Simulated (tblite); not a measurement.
Species: C5H7F3O.
Numbering: `[F:1][CH:2]([F:3])[O:4][C@H:5]1[CH2:6][C@@H:7]([F:8])[CH2:9]1` (hydrogens: H10 on C2; H11 on C5; H12, H13 on C6; H14 on C7; H15, H16 on C9)

Computed with GFN2-xTB (tblite), gas phase: Langevin dynamics at 300 K from the optimised GFN2-xTB geometry, time step 0.5 fs, friction 0.01 fs⁻¹, 2000 steps. The instantaneous temperature is 2·E(kin)/(3Nk) with all 3N coordinates.

```csv
t (fs),T (K),E(pot) above start (eV),F1–C2 (Å),C2–F3 (Å),C2–O4 (Å),O4–C5 (Å),C5–C6 (Å),C2–H10 (Å),F1–C2–O4–C5 (°)
0,244,0.000,1.337,1.363,1.345,1.419,1.534,1.110,-170
50,171,0.373,1.353,1.357,1.345,1.400,1.518,1.145,-157
100,197,0.351,1.331,1.381,1.374,1.415,1.522,1.126,-150
150,291,0.254,1.350,1.374,1.353,1.428,1.550,1.118,-155
200,158,0.425,1.364,1.372,1.360,1.416,1.561,1.085,-137
250,268,0.381,1.359,1.371,1.352,1.403,1.530,1.068,-147
300,248,0.567,1.334,1.319,1.333,1.429,1.575,1.140,-141
350,320,0.397,1.390,1.378,1.339,1.405,1.535,1.143,-144
400,265,0.368,1.361,1.383,1.372,1.399,1.579,1.113,-145
450,244,0.412,1.336,1.319,1.348,1.440,1.505,1.112,-156
500,229,0.461,1.342,1.415,1.357,1.399,1.522,1.128,-163
550,235,0.841,1.307,1.369,1.356,1.508,1.533,1.195,177
600,332,0.558,1.344,1.390,1.373,1.403,1.494,1.132,170
650,341,0.485,1.339,1.395,1.359,1.395,1.558,1.087,174
700,364,0.395,1.329,1.358,1.348,1.461,1.502,1.115,-177
750,272,0.626,1.388,1.365,1.331,1.407,1.540,1.118,174
800,399,0.442,1.318,1.356,1.379,1.445,1.530,1.127,172
850,286,0.394,1.345,1.400,1.344,1.437,1.539,1.124,180
900,273,0.485,1.373,1.301,1.309,1.402,1.546,1.103,-179
950,391,0.468,1.308,1.365,1.360,1.453,1.539,1.128,-164
1000,317,0.371,1.321,1.398,1.386,1.436,1.544,1.114,-157
```

**Question.** From 500 fs on, how do temperature and potential energy compare with equipartition?

**Answer.** The mean temperature of these 11 frames is 313 K against the target 300 K, and the mean potential energy 0.50 eV against 42 × kT/2 = 0.54 eV for 42 classical harmonic modes. For 16 atoms in a canonical ensemble the temperature itself scatters by T·√(2/(3N)) = 61 K; here its standard deviation is 56 K. The whole run lasts only 10 friction times of 100 fs, so these averages carry a wide statistical error.

**Question.** What are the kinetic and total energies of the listed frame with the highest potential energy?

**Answer.** The one at 550 fs, 0.841 eV above the start. Its kinetic energy is 3NkT/2 = 0.487 eV at 235 K, so the sum is 1.33 eV; over the listed frames the sum runs from 0.50 to 1.33 eV, since the thermostat adds and removes energy.

**Question.** How much do the listed bonds fluctuate from 500 fs on?

**Answer.** 
```csv
bond,at the start (Å),mean (Å),standard deviation (Å)
F1–C2,1.337,1.338,0.024
C2–F3,1.363,1.374,0.030
C2–O4,1.345,1.355,0.021
O4–C5,1.419,1.431,0.033
C5–C6,1.534,1.532,0.018
C2–H10,1.110,1.125,0.026
```

The motion is classical and holds no zero-point motion.

The cost below is that of the whole dynamics run. Hardware: an Arm Neoverse V1 with one thread (shared host). Cost: 11 s, 0.18 GiB resident at most.
